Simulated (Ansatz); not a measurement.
Consider the ligand exchange at a B–Cl bond: `Cl[BH][SbH2]` + NH₃ → `N[BH][SbH2]` + HCl.

Isolated molecules relaxed with PBE0-D4/def2-TZVP in Ansatz; ΔE leaves out vibrations. CCSD(T)/CBS adds triple-zeta CCSD(T) − MP2 to the extrapolated MP2 energy (def2 sets, frozen cores). This one scheme is used for every species. DFT in def2-TZVPP. Elements past krypton have def2 core potentials. For Sb outer-core shells are correlated without core-valence functions, which leaves a few kJ/mol of doubt a bond. Each species was taken in one conformer, which may not be the lowest.

```tsv
level	ΔE (kJ/mol)
BLYP	-49.3
PBE0	-48.2
```

What does CCSD(T)/CBS give? (Estimate.)

Ansatz gave: -46.7 kJ/mol. The listed levels differ from it by -2.6, -1.5 kJ/mol.

Largest T1 diagnostic among the species: 0.015.

At CCSD(T), def2-SVP lies −11.2 kJ/mol from the extrapolated value and def2-TZVPP −2.3 kJ/mol. Leaving LDA and LC-ωPBE aside and taking each functional with its dispersion term where it has one, the values, not all of them listed here, spread over 11.7 kJ/mol, from CAM-B3LYP-D4 to B97M-V. LDA lies −11.5 kJ/mol from PBE without D4.
